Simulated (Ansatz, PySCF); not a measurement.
CH₇AlAs₂ (SMILES [CH3][Al]([AsH2])[AsH2]), singlet, geometry from GFN2-xTB (such geometries of metal compounds can be far from the true shape). Base run: CASSCF(2,4)/STO-3G run with PySCF.

The PySCF input:
```python
from pyscf import gto, scf, mcscf
import numpy

mol = gto.Mole()
mol.atom = '''
    Al   -0.45770980    0.36159882   -0.28136115
    As    1.43187300   -0.30452726   -1.65628760
    H     2.13594127   -0.40669459   -0.30730505
    H     1.68111341    1.19383116   -1.61887616
    As   -0.75750880   -0.22137374    2.05796621
    H    -0.23289363   -1.57305496    1.58656056
    H    -2.12628863   -0.62311827    1.54144271
    C    -1.87232640    1.48370485   -1.14074202
    H    -2.75266279    0.89960600   -1.44185356
    H    -1.52311837    1.99672275   -2.04688179
    H    -2.25192404    2.26442760   -0.46633341
'''
mol.basis = 'sto-3g'
mol.verbose = 3
mol.build()

mf = scf.RHF(mol)
mf.kernel()
mc = mcscf.CASSCF(mf, 4, 2)
mc.fix_spin_(ss=0.0)
mc.kernel()
occ = numpy.linalg.eigvalsh(mc.fcisolver.make_rdm1(mc.ci, mc.ncas, mc.nelecas))[::-1]
ss = mc.fcisolver.spin_square(mc.ci, mc.ncas, mc.nelecas)[0]
print('natural occupations', occ.round(4), ' <S^2>', round(ss, 4))
```

Programs used: Ansatz (a quantum-chemistry and plane-wave program), PySCF; a row that names a program was run with it.

Each row names what was changed in the base input (with any setting that the change needs).

| change | ΔE vs base (kcal/mol) | natural occupations | <S^2> of the state |
|---|---|---|---|
| base | 0.000 | 1.97 0.03 0.00 0.00 | 0.00 |
| orbitals = fixed (CASCI); correction = SC-NEVPT2 | -91.8 | 1.99 0.01 0.00 0.00 | 0.00 |
| active space = 2 electrons, 3 orbitals | 0.205 | 1.97 0.03 0.00 | 0.00 |
| conv_tol = 1e-5 | 0.000 | 1.97 0.03 0.00 0.00 | 0.00 |
| code = ansatz | -4.42 | - | - |
| state_average = 2 states | 3.68 | - | - |
| active space = 4 electrons, 4 orbitals | -7.17 | 1.97 1.97 0.04 0.02 | 0.00 |
| code = ansatz; correction = SC-NEVPT2, all electrons | -91.9 | - | - |
| active space = 8 electrons, 8 orbitals | -31.32 | 1.98 1.97 1.97 1.97 0.04 0.04 0.03 0.02 | 0.00 |
| orbitals = fixed (CASCI) | 5.29 | 1.99 0.01 0.00 0.00 | 0.00 |
| fix_spin_ = off | 0.000 | 1.97 0.03 0.00 0.00 | 0.00 |

Active orbitals are taken around the Fermi level unless the row says otherwise; CASSCF can end in different local minima, and two programs can end on different orbitals. State-averaged rows give the lowest state.

Ansatz warned in this series: the state or the total is in doubt.
